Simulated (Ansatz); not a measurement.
Species: aluminium nitride flake of 4 rings (pyrene shape) `[NH]1[AlH][N]2[AlH][NH][Al]3[NH][AlH][NH][Al]4[NH][AlH][N]([AlH]1)[Al]2[N]34` (charge 0, multiplicity 1).

Question: Give a relaxed geometry from B3LYP-D3(BJ)/def2-SVP in Ansatz (an electronic-structure program).

Answer: the end point of this relaxation (outside a Z-matrix the atoms follow the SMILES, hydrogens last).
Cartesian coordinates (Å) in one orientation:
```xyz
26

N     -0.024     4.428     0.014
Al    -1.607     3.585    -0.017
N     -1.581     1.782    -0.010
Al    -3.144     0.883    -0.050
N     -3.071    -0.906    -0.100
Al    -1.542    -1.845    -0.091
N     -1.480    -3.639    -0.157
Al     0.028    -4.608    -0.106
N      1.523    -3.625     0.010
Al     1.563    -1.829     0.054
N      3.079    -0.874     0.152
Al     3.131     0.916     0.164
N      1.560     1.799     0.084
Al     1.568     3.602     0.066
Al    -0.005     0.881     0.024
N      0.005    -0.922    -0.004
H     -0.029     5.447     0.003
H     -2.959     4.403    -0.049
H     -4.536     1.632    -0.043
H     -3.957    -1.409    -0.132
H     -2.365    -4.141    -0.222
H      0.039    -6.188    -0.165
H      2.414    -4.120     0.046
H      3.969    -1.368     0.197
H      4.512     1.680     0.254
H      2.912     4.435     0.082
```
